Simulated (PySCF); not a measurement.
hydrogen iodide (HI), singlet, at a GFN2-xTB geometry (core potentials on I); PBE/def2-TZVPD, polarisability run with PySCF.

PySCF was given this input:
```python
from pyscf import gto, scf, dft
from pyscf.prop import polarizability

mol = gto.M(
    atom='''
I    -0.00000000   -0.00000000   -0.02909776
H     0.00000000    0.00000000    1.54218108
''',
    basis='def2-tzvpd',
    ecp={'I': 'def2-tzvpd'},
    verbose=4,
)

mf = dft.RKS(mol)
mf.xc = 'pbe'
mf.kernel()
alpha = mf.Polarizability().polarizability()[2, 2]
print('alpha_zz =', alpha)
```

Task: What does PySCF print? Leave out banner, timings and long lists.

Result: 
```
site-packages/pyscf/prop/efg/rhf.py:45: UserWarning: Module EFG is under testing
  warnings.warn('Module EFG is under testing')
site-packages/pyscf/prop/efg/dhf.py:30: UserWarning: Module EFG is under testing
  warnings.warn('Module EFG is under testing')
site-packages/pyscf/prop/zfs/uhf.py:40: UserWarning: Module ZFS is under testing
  warnings.warn('Module ZFS is under testing')
site-packages/pyscf/prop/gtensor/uhf.py:43: UserWarning: Module g-tensor is under testing
  warnings.warn('Module g-tensor is under testing')
site-packages/pyscf/prop/gtensor/uks.py:41: UserWarning: Module g-tensor is under testing
  warnings.warn('Module g-tensor is under testing')
site-packages/pyscf/prop/hfc/uks.py:35: UserWarning: Module HFC is under testing
  warnings.warn('Module HFC is under testing')
site-packages/pyscf/prop/magnetizability/rhf.py:39: UserWarning: Module magnetizability is under testing
  warnings.warn('Module magnetizability is under testing')
site-packages/pyscf/prop/magnetizability/uhf.py:37: UserWarning: Module magnetizability is under testing
  warnings.warn('Module magnetizability is under testing')
site-packages/pyscf/prop/magnetizability/rks.py:37: UserWarning: Module magnetizability is under testing
  warnings.warn('Module magnetizability is under testing')
site-packages/pyscf/prop/magnetizability/uks.py:39: UserWarning: Module magnetizability is under testing
  warnings.warn('Module magnetizability is under testing')
site-packages/pyscf/prop/polarizability/uhf.py:34: UserWarning: Module polarizability is under testing
  warnings.warn('Module polarizability is under testing')
site-packages/pyscf/prop/polarizability/rks.py:29: UserWarning: Module polarizability is under testing
  warnings.warn('Module polarizability is under testing')
site-packages/pyscf/prop/polarizability/uks.py:29: UserWarning: Module polarizability is under testing
  warnings.warn('Module polarizability is under testing')
PySCF version 2.14.0

[INPUT] verbose = 4
[INPUT] num. atoms = 2
[INPUT] num. electrons = 26
[INPUT] charge = 0
[INPUT] spin (= nelec alpha-beta = 2S) = 0
[INPUT] symmetry False subgroup None
[INPUT] Mole.unit = angstrom
[INPUT] Symbol           X                Y                Z      unit          X                Y                Z       unit  Magmom
[INPUT]  1 I      0.000000000000   0.000000000000  -0.029097760000 AA    0.000000000000   0.000000000000  -0.054986797238 Bohr   0.0
[INPUT]  2 H      0.000000000000   0.000000000000   1.542181080000 AA    0.000000000000   0.000000000000   2.914299875686 Bohr   0.0

nuclear repulsion = 8.41953059903741
number of shells = 24
number of NR pGTOs = 115
number of NR cGTOs = 68
basis = def2-tzvpd
ecp = {'I': 'def2-tzvpd'}

******** <class 'pyscf.dft.rks.RKS'> ********
method = RKS
initial guess = minao
damping factor = 0
level_shift factor = 0
DIIS = <class 'pyscf.scf.diis.CDIIS'>
diis_start_cycle = 1
diis_space = 8
diis_damp = 0
SCF conv_tol = 1e-09
SCF conv_tol_grad = None
SCF max_cycles = 50
direct_scf = True
direct_scf_tol = 1e-13
XC library pyscf.dft.libxc version 7.1.2
    S. Lehtola, C. Steigemann, M. J. T. Oliveira, and M. A. L. Marques,  SoftwareX 7, 1–5 (2018)
XC functionals = pbe
    J. P. Perdew, K. Burke, and M. Ernzerhof,  Phys. Rev. Lett. 77, 3865 (1996)
    J. P. Perdew, K. Burke, and M. Ernzerhof,  Phys. Rev. Lett. 78, 1396 (1997)
    J. P. Perdew, K. Burke, and M. Ernzerhof,  Phys. Rev. Lett. 77, 3865 (1996)
    J. P. Perdew, K. Burke, and M. Ernzerhof,  Phys. Rev. Lett. 78, 1396 (1997)
radial grids:
    Treutler-Ahlrichs [JCP 102, 346 (1995); DOI:10.1063/1.469408] (M4) radial grids

becke partition: Becke, JCP 88, 2547 (1988); DOI:10.1063/1.454033
pruning grids: <function nwchem_prune>
grids dens level: 3
symmetrized grids: False
atomic radii adjust function: <function treutler_atomic_radii_adjust>
small_rho_cutoff = 0
Set gradient conv threshold to 3.16228e-05
Initial guess from minao.
tot grids = 31768
init E= -256.277152184542
  HOMO = -1.07095789514243  LUMO = -0.637071247326586  gap/eV = 11.80666
cycle= 1 E= -296.313835955143  delta_E=  -40  |g|= 3.66  |ddm|= 19.5
  HOMO = -0.00844204146575222  LUMO = 0.0256865915003255  gap/eV = 0.92869
cycle= 2 E= -294.989350753437  delta_E= 1.32  |g|= 4.48  |ddm|= 9.28
  HOMO = -0.363841294256088  LUMO = -0.121267860644791  gap/eV = 6.60076
cycle= 3 E= -298.235914898202  delta_E= -3.25  |g|= 0.428  |ddm|= 4.41
  HOMO = -0.22951224503548  LUMO = -0.0602670861271761  gap/eV = 4.60540
cycle= 4 E= -298.212496145349  delta_E= 0.0234  |g|= 0.598  |ddm|=    1
  HOMO = -0.231950703154743  LUMO = -0.0473363376347784  gap/eV = 5.02361
cycle= 5 E= -298.288862788499  delta_E= -0.0764  |g|= 0.0725  |ddm|= 0.474
  HOMO = -0.249244507948735  LUMO = -0.0569495499881372  gap/eV = 5.23261
cycle= 6 E= -298.290427409939  delta_E= -0.00156  |g|= 0.00572  |ddm|= 0.132
  HOMO = -0.25006829055131  LUMO = -0.0586683049026915  gap/eV = 5.20826
cycle= 7 E= -298.290437026009  delta_E= -9.62e-06  |g|= 0.00316  |ddm|= 0.0123
  HOMO = -0.249958241609718  LUMO = -0.0583614372485819  gap/eV = 5.21361
cycle= 8 E= -298.290441011987  delta_E= -3.99e-06  |g|= 0.000182  |ddm|= 0.00397
  HOMO = -0.249960706809539  LUMO = -0.0583508073054402  gap/eV = 5.21397
cycle= 9 E= -298.290441018259  delta_E= -6.27e-09  |g|= 2.15e-05  |ddm|= 0.000218
  HOMO = -0.249959671487537  LUMO = -0.0583517452140763  gap/eV = 5.21392
cycle= 10 E= -298.290441018357  delta_E= -9.77e-11  |g|= 1.55e-06  |ddm|= 2.19e-05
  HOMO = -0.249960295400508  LUMO = -0.0583519298108088  gap/eV = 5.21393
Extra cycle  E= -298.290441018357  delta_E= -2.27e-13  |g|= 1.29e-06  |ddm|= 4.42e-06
converged SCF energy = -298.290441018357
Isotropic polarizability 37.1186898353
Polarizability anisotropy 0.655038858315
alpha_zz = 37.55538240750665
```
